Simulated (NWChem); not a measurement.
hydrogen telluride (H2Te); SMILES [TeH2]

Program: NWChem. All runs use the structure optimised with PBE0-D3(BJ)/def2-TZVP. def2 effective core potentials on Te; no spin-orbit coupling.

For level PBE0/def2-TZVPD:

```yaml
highest occupied level (eV): -6.59
dipole (D): 0.17
```

Q: What are these values for level PBE0/def2-SVP?

A: The highest occupied level (eV) comes out as -6.45. The dipole (D) comes out as 0.36.
